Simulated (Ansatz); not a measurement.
`C=C[Se]CO` + `[OH][AlH][CH2]F` → `OC[Se]CF` + `C=[CH][AlH][OH]`  (redistribution)

Computed with Ansatz on PBE0-D4/def2-TZVP structures; ΔE is electronic, products minus reactants. CCSD(T)/CBS adds triple-zeta CCSD(T) − MP2 to the extrapolated MP2 energy (def2 sets, frozen cores). Functionals use def2-TZVPP. For Se outer-core shells are correlated without core-valence functions, which leaves a few kJ/mol of doubt a bond. Scalar relativity is left out up to krypton. One conformer a species, not always the lowest.

| level | ΔE (kJ/mol) |
| --- | --- |
| PBE0 | -29.5 |
| MP2/def2-TZVPP | -31.7 |
| CCSD(T)/def2-TZVPP | -33.2 |
| CCSD/CBS(def2) | -31.9 |

What does CCSD(T)/CBS give? (Best estimate.)

Computed: -31.7 kJ/mol. The listed levels differ from it by 2.2, 0.0, -1.5, -0.2 kJ/mol.

Largest T1 diagnostic among the species: 0.012.

In def2-TZVPP, CCSD(T) changes the Hartree–Fock value by +4.3 kJ/mol (the triples alone add +0.2 kJ/mol) and MP2 by +5.8 kJ/mol.
